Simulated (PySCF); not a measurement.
Identify the compound

The spectra below were simulated for a compound C4H6F2O3Si.

¹H NMR (600 MHz, computed): δ 10.17 (d, 1H), 6.71 (m, 1H), 5.07 (s, 3H), 4.73 (d, 1H).

¹³C{¹H} NMR (computed): δ 189.7 (CH), 171.3 (C), 120.3 (CH), 94.4 (CH).

[PySCF: PBE0/pcSseg-1 with gauge-including orbitals; structure optimised with GFN2-xTB; single conformer; in vacuum; one averaged value for each set of equivalent atoms; non-relativistic]

Chemical shifts δ = σref − σ; TMS for ¹H and ¹³C, all at this level.

Q: Propose a structure and justify it.

A: 
The formula gives 2 degrees of unsaturation (no ring in the answer). 4 carbon signals for 4 carbons: no two carbons are equivalent. Carbon types of the structure: 1 × C, 3 × CH, leaving 3 H on heteroatoms. δC 189.7: aldehyde carbonyl carbon; the double bond to the heteroatom, with no lone-pair donor beside it, deshields it most. δC 171.3: alkene carbon bearing oxygen; an sp2 carbon further deshielded by the attached heteroatom. δC 120.3: sp3 CH bonded to 2 F and O; 3 electronegative neighbours deshield it. δC 94.4: β carbon of an enol-ether or enamine type C=C; the O or N lone pair pushes π density onto this β carbon and shields it. δH 10.17: hydrogen on an aldehyde carbonyl carbon; the formyl region, downfield of aromatic protons. δH 6.71: hydrogen on an sp3 CH bonded to 2 F and O; its carbon carries F and O, an electronegative neighbour. δH 4.73: hydrogen on a β carbon of an enol-ether or enamine type C=C; lone-pair donation from O or N shields it, upfield of ordinary alkene protons.

The compound is `O(/C(=C\C=O)OC(F)F)[SiH3]`.

The data come from this structure; uniqueness wasn't tested.

Splittings by ¹⁹F in the carbon and heteronuclear signals aren't shown, as no couplings were computed. Shifts are as computed. Against solution values, carbons near 30 ppm lie about +3 ppm off and those near 130 ppm about +5 ppm. Of 1309 compounds with measured shifts, 239 miss one by over three times the rms of a fit or turn the order of signals round; such compounds aren't used in these exercises. Multiplicities follow the n + 1 count of equivalent neighbours, as no J values were calculated; m marks all less simple cases, F and P coupling included.
